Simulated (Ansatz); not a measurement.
Species: sum formula GeHCl$_{2}$, charge 0, multiplicity 2. It need not be the lowest isomer of its formula. 
Coordinates optimised at B3LYP-D3(BJ)/def2-TZVP (Ansatz, a program for electronic structure):
SMILES: [GeH]([Cl])[Cl]
```xyz
4

Ge    -0.0828     0.5378     0.3317
Cl     1.8280    -0.3165    -0.2602
Cl    -1.6624    -0.7210    -0.4752
H     -0.1658     0.4271     1.8880
```
Charge 0, spin multiplicity 2.

Basis-set convergence of Hartree-Fock and CCSD correlation energies (hartree) with Ansatz. Correlated levels leave the core frozen unless marked. UHF or UKS for open shells. No spin-orbit coupling. The frozen core is the preceding noble-gas configuration, with the filled d and f shells of earlier blocks. No relativistic terms.

| basis | functions | E(HF) | E(corr, CCSD) |
|---|---|---|---|
| def2-SVP | 73 | -2994.45162 | -0.37393 |
| def2-TZVPP | 146 | [?] | [?] |

Task: What belongs in the gaps?

Result: 
- def2-TZVPP, E(HF): -2995.03646
- def2-TZVPP, E(corr, CCSD): -0.51155
